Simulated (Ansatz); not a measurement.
A nudged elastic band was laid between two geometries of CH₄NOSb (8 atoms, charge 0, multiplicity 1).

All numbers below come from Ansatz, RKS LDA/def2-SVP.

| Property | Result |
| --- | --- |
| movable images | 9 |
| climbing image | yes |
| spring | 5.0 eV/Å² |
| optimiser | quadratic models (default) |
| start path | through a guess of the saddle point |
| force threshold | 0.03 eV/Å |
| iteration limit | 56 |
| end points | relaxed |

Image 0:

```xyz
8
Properties=species:S:1:pos:R:3
O -0.510 1.470 -1.026
C 0.413 1.243 -0.248
N 0.431 0.142 0.506
Sb -1.341 -0.929 0.129
H 1.288 1.945 -0.130
H 1.211 -0.079 1.134
H -0.782 -1.564 -1.381
H -0.618 -2.285 0.960
```

Image 10:

```xyz
8
Properties=species:S:1:pos:R:3
O 1.425 2.128 -0.050
C 0.435 1.431 -0.111
N 0.419 0.084 0.043
Sb -1.333 -1.010 -0.082
H -0.605 1.848 -0.307
H 1.345 -0.334 0.222
H -0.629 -2.236 -1.083
H -0.964 -1.968 1.312
```

Q: Which bonds break or form, and what moves?

A: No bond is made or broken. The dihedral O1–C2–N3–Sb4 goes from -2 to -180°.

Q: Give the energies along the band, and the barrier.

A: The forces met the threshold. The highest image is number 5 of 0 to 10, 1.18 eV above the first end and 1.02 eV above the last; the last end lies 0.16 eV above the first. A vibrational analysis at the climbing image gives one clearly imaginary mode, 381i cm⁻¹: a first-order saddle point.

```
image  path coordinate (Å)  energy (eV)  dihedral O1–C2–N3–Sb4 (°)
    0                 0.00         0.00                         -2
    1                 0.68         0.04                          1
    2                 1.36         0.15                         20
    3                 2.05         0.51                         56
    4                 2.73         0.94                         93
    5                 3.41         1.18                        125
    6                 3.93         0.92                        137
    7                 4.46         0.40                        147
    8                 4.98         0.21                        168
    9                 5.50         0.17                        180
   10                 6.02         0.16                       -180
```

Q: What is the geometry of the highest image?

A: 
```xyz
8
Properties=species:S:1:pos:R:3
O 0.112 2.545 0.178
C 0.311 1.414 -0.174
N 0.051 0.293 0.635
Sb -1.193 -1.147 -0.235
H 0.722 1.208 -1.218
H 0.938 -0.168 0.897
H 0.003 -1.974 -1.207
H -0.851 -2.227 1.068
```

Q: What are the harmonic wavenumbers there?

A: 381i, 69, 157, 303, 474, 610, 629, 708, 801, 944, 1115, 1174, 1343, 1811, 1840, 1904, 2723, 3421 cm⁻¹.

Run time: 7.8 min on 1 thread of Intel(R) Xeon(R) Processor @ 2.50GHz (Skylake/Cascade Lake) (shared host), peak memory 0.13 GiB.
